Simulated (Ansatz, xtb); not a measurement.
Molecule: MgBr, charge 0, multiplicity 2. 
Geometry from a B3LYP-D3(BJ)/def2-TZVP (Ansatz, an electronic-structure program) optimisation:
```xyz
2

Mg     0.0000     0.0000    -1.7741
Br     0.0000     0.0000     0.6083
```
Charge 0, spin multiplicity 2.

Harmonic wavenumbers from GFN2-xTB (xtb, at its own minimum), cm⁻¹: 306.

Q: Give the harmonic wavenumbers at B3LYP-D3(BJ)/def2-TZVP (Ansatz, finite differences of forces, unscaled).

A: 353 cm⁻¹. Zero-point energy 0.5 kcal/mol.

Q: From these and the geometry, give the ideal-gas thermochemistry at 298.15 K and 1 atm (rigid rotor, harmonic oscillator).

A: Point group C∞v, rotational symmetry number 1. Rotational constants 4.778, 4.778 GHz. S(trans) 39.84, S(rot) 16.24, S(vib) 1.15, S(elec, spin only) 1.38, S 58.6 cal/(mol K). H(298) - H(0) 2.30 kcal/mol; G - E(el) -14.7 kcal/mol.
